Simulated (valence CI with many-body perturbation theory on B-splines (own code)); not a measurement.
# E1 line list for Hf⁵⁷⁺

Method: relativistic CI+MBPT: five valence electrons over a frozen Dirac-Fock core [Ne], a basis of 11 s, 11 p, 10 d, 8 f, 5 g, 2 h functions for each j, with the one-electron correlation potential Σ1, the two-electron term Σ2, the three-electron term Σ3, Breit, model QED; selected CI, second order for the rest, scaled by the run's own slope (own B-spline code, finite nucleus).

No measured spectrum was set against this ion. As an estimate, large intervals hold to a few tenths of a per cent, small ones and those within an open d or f shell to about a per cent. Among the levels kept, up to 3100 cm⁻¹ of a level comes from second order outside the variational space, and about a tenth of that is noise between levels of different J, which matters for small intervals.

Lines 101 to 150 of 550 in falling wavelength, among levels below 9981.2 × 10³ cm⁻¹, chosen from the strongest by gf and those to the six lowest levels. Wavelengths and rates use the calculated energies. Electric multipoles are in the length gauge, E1 and E2 with the static RPA response of the core. Weak lines are less certain than strong ones. Lines between different terms over intervals too small for the method are left out, as are lines whose strength nearly cancels. The highest levels of a list are the least certain.

Levels are named by their leading jj configuration (3d3/2^4 stands for four electrons in 3d with j = 3/2), which in mixed levels can hold well under half, so a name can repeat and another be missing. Letters in brackets count levels of one name in rising energy.

```csv
λ vac (nm),Upper,Lower,A (s⁻¹),S (a.u.)
4.714,(3s^2 3p3/2 3d5/2^2) J=5/2,(3s^2 3p3/2^2 3d5/2) J=5/2 [b],2.40e+10,7.44e-03
4.620,(3s^2 3p3/2 3d5/2^2) J=5/2,(3s^2 3p3/2^2 3d5/2) J=3/2,7.11e+10,2.08e-02
4.603,(3s^2 3p1/2 3p3/2 3d3/2) J=1/2 [b],(3s^2 3p1/2 3p3/2^2) J=3/2,7.77e+09,7.48e-04
4.484,(3s^2 3p1/2 3p3/2 3d5/2) J=3/2 [a],(3s^2 3p1/2 3p3/2^2) J=1/2,1.54e+09,2.74e-04
4.434,(3s^2 3p1/2 3p3/2 3d5/2) J=7/2 [a],(3s^2 3p1/2 3p3/2^2) J=5/2,8.98e+08,3.09e-04
4.387,(3s 3p1/2^2 3d5/2^2) J=5/2,(3s 3p1/2^2 3p3/2 3d5/2) J=3/2 [b],4.99e+10,1.25e-02
4.365,(3s^2 3p3/2 3d5/2^2) J=7/2,(3s^2 3p3/2^2 3d5/2) J=5/2 [a],4.36e+10,1.43e-02
4.338,(3s 3p1/2^2 3d5/2^2) J=9/2,(3s 3p1/2^2 3p3/2 3d5/2) J=7/2 [b],5.29e+10,2.13e-02
4.336,(3s 3p1/2^2 3p3/2 3d5/2) J=3/2 [a],(3s 3p1/2^2 3p3/2^2) J=3/2,5.21e+10,8.39e-03
4.291,(3s^2 3p1/2 3d5/2^2) J=3/2,(3s^2 3p1/2 3p3/2 3d5/2) J=1/2,1.15e+11,1.79e-02
4.273,(3s 3p1/2^2 3d5/2^2) J=7/2,(3s 3p1/2^2 3p3/2 3d5/2) J=5/2 [b],2.50e+11,7.70e-02
4.256,(3s^2 3p1/2 3p3/2 3d5/2) J=3/2 [a],(3s^2 3p1/2 3p3/2^2) J=5/2,1.76e+10,2.68e-03
4.253,(3s 3p1/2^2 3d3/2 3d5/2) J=5/2 [b],(3s 3p1/2^2 3p3/2 3d3/2) J=5/2 [b],2.89e+10,6.59e-03
4.241,(3s^2 3p1/2 3d5/2^2) J=7/2,(3s^2 3p1/2 3p3/2 3d5/2) J=5/2 [b],3.38e+11,1.02e-01
4.235,(3s^2 3p1/2 3d5/2^2) J=9/2,(3s^2 3p1/2 3p3/2 3d5/2) J=7/2 [b],2.80e+11,1.05e-01
4.228,(3s^2 3p1/2 3d5/2^2) J=5/2,(3s^2 3p1/2 3p3/2 3d5/2) J=3/2 [b],1.16e+11,2.59e-02
4.223,(3s 3p1/2^2 3d3/2 3d5/2) J=3/2 [b],(3s 3p1/2^2 3p3/2 3d3/2) J=1/2 [b],5.44e+10,8.10e-03
4.222,(3s 3p1/2 3p3/2^2 3d5/2) J=3/2 [a],(3s 3p1/2 3p3/2^3) J=5/2,5.17e+10,7.68e-03
4.215,(3s 3p1/2^2 3d5/2^2) J=3/2,(3s 3p1/2^2 3p3/2 3d5/2) J=3/2 [b],8.45e+10,1.25e-02
4.206,(3s^2 3p1/2 3p3/2 3d5/2) J=5/2 [a],(3s^2 3p1/2 3p3/2^2) J=5/2,8.25e+10,1.82e-02
4.200,(3s 3p1/2 3p3/2^2 3d5/2) J=7/2 [b],(3s 3p1/2 3p3/2^3) J=5/2,3.02e+10,8.84e-03
4.197,(3s^2 3p3/2 3d3/2 3d5/2) J=7/2 [a],(3s^2 3p3/2^2 3d3/2) J=7/2,2.44e+10,7.13e-03
4.186,(3s 3p1/2^2 3d5/2^2) J=3/2,(3s 3p1/2^2 3p3/2 3d5/2) J=5/2 [b],5.32e+10,7.70e-03
4.176,(3s^2 3p1/2 3d3/2 3d5/2) J=7/2 [a],(3s^2 3p1/2 3p3/2 3d3/2) J=7/2,4.56e+10,1.31e-02
4.169,(3s^2 3p3/2 3d3/2 3d5/2) J=3/2 [a],(3s^2 3p3/2^2 3d3/2) J=1/2,5.25e+10,7.52e-03
4.158,(3s 3p1/2^2 3d3/2 3d5/2) J=7/2 [b],(3s 3p1/2^2 3p3/2 3d3/2) J=5/2 [b],1.57e+11,4.46e-02
4.148,(3s^2 3p3/2 3d3/2 3d5/2) J=3/2 [a],(3s^2 3p3/2^2 3d3/2) J=3/2 [a],5.65e+10,7.97e-03
4.148,(3s^2 3p3/2 3d3/2 3d5/2) J=5/2 [b],(3s^2 3p3/2^2 3d3/2) J=3/2 [a],6.72e+10,1.42e-02
4.132,(3s 3p1/2^2 3d3/2 3d5/2) J=1/2,(3s 3p1/2^2 3p3/2 3d3/2) J=1/2 [b],1.59e+11,1.11e-02
4.115,(3s 3p1/2^2 3d5/2^2) J=3/2,(3s 3p1/2^2 3p3/2 3d5/2) J=1/2,1.14e+11,1.56e-02
4.111,(3s^2 3p1/2 3d5/2^2) J=5/2,(3s^2 3p1/2 3p3/2 3d5/2) J=7/2 [b],7.13e+10,1.47e-02
4.108,(3s^2 3p1/2 3d3/2 3d5/2) J=5/2 [b],(3s^2 3p1/2 3p3/2 3d3/2) J=3/2 [b],1.79e+11,3.67e-02
4.100,(3s 3p1/2^2 3d5/2^2) J=9/2,(3s 3p1/2^2 3p3/2 3d5/2) J=7/2 [a],2.05e+11,6.96e-02
4.098,(3s^2 3p3/2 3d3/2 3d5/2) J=5/2 [b],(3s^2 3p3/2^2 3d3/2) J=5/2,5.82e+10,1.19e-02
4.095,(3s^2 3p1/2 3p3/2 3d5/2) J=3/2 [a],(3s^2 3p1/2 3p3/2^2) J=3/2,1.34e+11,1.81e-02
4.095,(3s 3p1/2 3p3/2^2 3d5/2) J=3/2 [c],(3s 3p1/2 3p3/2^3) J=1/2,4.69e+10,6.36e-03
4.094,(3s 3p1/2^2 3d3/2 3d5/2) J=5/2 [b],(3s 3p1/2^2 3p3/2 3d3/2) J=3/2 [b],1.05e+11,2.12e-02
4.088,(3s^2 3p3/2 3d3/2 3d5/2) J=5/2 [b],(3s^2 3p3/2^2 3d3/2) J=7/2,3.57e+10,7.23e-03
4.085,(3s^2 3p3/2 3d5/2^2) J=11/2,(3s^2 3p3/2^2 3d5/2) J=9/2,2.10e+11,8.50e-02
4.084,(3s 3p1/2^2 3d5/2^2) J=7/2,(3s 3p1/2^2 3p3/2 3d5/2) J=7/2 [b],9.79e+10,2.63e-02
4.082,(3s^2 3p3/2 3d3/2 3d5/2) J=7/2 [b],(3s^2 3p3/2^2 3d3/2) J=7/2,1.40e+11,3.76e-02
4.060,(3s 3p1/2 3p3/2^2 3d5/2) J=5/2 [a],(3s 3p1/2 3p3/2^3) J=3/2 [a],4.82e+10,9.56e-03
4.057,(3s^2 3p1/2^2 3d5/2) J=5/2,(3s^2 3p1/2^2 3p3/2) J=3/2,2.02e+11,3.99e-02
4.056,(3s 3p1/2^2 3p3/2 3d5/2) J=5/2 [a],(3s 3p1/2^2 3p3/2^2) J=5/2,1.47e+11,2.91e-02
4.048,(3s^2 3p1/2 3p3/2 3d5/2) J=5/2 [a],(3s^2 3p1/2 3p3/2^2) J=3/2,4.68e+10,9.18e-03
4.047,(3s 3p1/2 3p3/2^2 3d5/2) J=3/2 [b],(3s 3p1/2 3p3/2^3) J=5/2,1.21e+11,1.58e-02
4.031,(3s 3p1/2^2 3p3/2 3d5/2) J=1/2,(3s 3p1/2^2 3p3/2^2) J=1/2,2.60e+11,1.68e-02
4.015,(3s^2 3p1/2 3d3/2 3d5/2) J=7/2 [a],(3s^2 3p1/2 3p3/2 3d3/2) J=5/2 [a],1.86e+11,4.75e-02
4.012,(3s 3p1/2^2 3d3/2 3d5/2) J=3/2 [b],(3s 3p1/2^2 3p3/2 3d3/2) J=3/2 [b],1.13e+11,1.44e-02
4.007,(3s^2 3p1/2 3p3/2 3d5/2) J=3/2 [b],(3s^2 3p1/2 3p3/2^2) J=1/2,2.29e+11,2.92e-02
```
